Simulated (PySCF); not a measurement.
# Ionisation energy of Zn(17+) by level of theory

Zn(17+) [Ne] 3s2 3p1 [3p1/2^1, M_J = 1/2] → Zn(18+) [Ne] 3s2, as a difference of total energies. Calculation: PySCF 2.14, in an even-tempered Gaussian basis (19 s from 1.7 bohr⁻², ratio 2.4; 13 p from 2.2 bohr⁻², ratio 2.4; 5 d from 8.4 bohr⁻², ratio 2.6; 4 f from 13 bohr⁻², ratio 2.6); the two-component X2C-1e Hamiltonian. Correlated levels: 1s2 frozen; the 50 highest virtual spinors dropped. "Screened" scales the spin-orbit matrix elements by Boettger's factors to mimic the two-electron term; Breit and QED terms are absent.

```csv
method,ionisation energy (eV)
GHF (spin-free),613.21
GMP2 (spin-free),613.63
GHF (screened spin-orbit),616.63
GMP2 (screened spin-orbit),617.07
```

Task: How much does correlation contribute at GMP2 (screened spin-orbit)?

Result: 617.07 − (616.63) = 0.44 eV, measured against GHF (screened spin-orbit).

For comparison: 613.3 ± 2.4 eV (semi-empirical (NIST evaluation); NIST Atomic Spectra Database, ionization energies).
